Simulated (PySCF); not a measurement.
An unknown shows these calculated signals:

¹H NMR (600 MHz, computed): δ 4.96 (d, 1H), 4.80 (d, 1H), 3.78 (s, 3H), 3.57 (m, 1H), 3.33 (br s, 1H), 2.86 (m, 1H), 2.71 (m, 1H).

¹³C{¹H} NMR (computed): δ 60.4 (CH3), 59.4 (CH), 54.0 (CH), 41.1 (CH).

Level of theory: shieldings: GIAO PBE0/pcSseg-1, geometry: GFN2-xTB, in PySCF (non-relativistic, no solvent, a single conformation, one averaged value for each set of equivalent atoms).

Chemical shifts δ = σref − σ; TMS for ¹H (σref 31.72) and ¹³C (σref 186.93), all at this level.

Which of these does the molecule contain: a three-membered ring, a heteroaromatic ring, an NH or NH2 group, a methoxy group, a CF3 group, a Si–H bond?

Answers


- A three-membered ring: yes.
- A heteroaromatic ring: no.
- An NH or NH2 group: no.
- A methoxy group: yes (δC 60.4; δH 3.78 (s)).
- A CF3 group: no.
- A Si–H bond: yes (δH 4.96 (d), 4.80 (d)).

The data belong to `CO[C@@H]1[C@H](Cl)[C@@H]1O[SiH2]O`, C4H9ClO3Si; they needn't prove each group on their own.

Carbon signals by region: 3 at 50–100 ppm, 1 below 50 ppm.

OH/NH shifts are gas-phase values; hydrogen bonding in solution moves them, usually downfield. Carbons that carry Cl, above all several Cl atoms, come out too deshielded, partly because spin–orbit coupling is missing. Shifts are as computed. Against solution values, carbons near 30 ppm lie about +3 ppm off and those near 130 ppm about +5 ppm; carbons on Cl a further +6 ppm. Of 1211 compounds with measured shifts, 218 miss one by over three times the rms of a fit or turn the order of signals round; such compounds aren't used in these exercises. Multiplicities follow the n + 1 count of equivalent neighbours, as no J values were calculated; m marks all less simple cases, F and P coupling included.
